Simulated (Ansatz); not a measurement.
Isolated molecules relaxed with PBE0-D4/def2-TZVP in Ansatz; ΔE leaves out vibrations. CCSD(T)/CBS adds triple-zeta CCSD(T) − MP2 to the extrapolated MP2 energy (def2 sets, frozen cores). Functionals use def2-TZVPP. For Ge outer-core shells are correlated without core-valence functions, which leaves a few kJ/mol of doubt a bond. Scalar relativity is left out up to krypton.

Reaction (formal exchange of groups at a Ge–C bond): `C#[C][GeH]([CH3])[F]` + `BC=C` → `[BH2][GeH]([CH3])[F]` + `C#CC=C`

```csv
level,ΔE (kJ/mol),difference from CCSD(T)/CBS
PBE-D4,49.9,-16.9
PBE0-D4,55.7,-11.1
MP2/def2-TZVPP,76.3,9.5
SCS-MP2/def2-TZVPP,76.7,9.9
CCSD/def2-TZVPP,71.9,5.1
CCSD(T)/def2-TZVPP,72.2,5.4
HF/def2-QZVPP,76.8,10.0
MP2/def2-QZVPP,73.2,6.4
SCS-MP2/def2-QZVPP,74.2,7.4
MP2/CBS(def2),70.9,4.1
CCSD(T)/CBS,66.8,0
```

Largest T1 diagnostic among the species: 0.012.

From PBE to PBE0 (25 % exact exchange), in def2-TZVPP and without D4, ΔE moves by +5.9 kJ/mol.
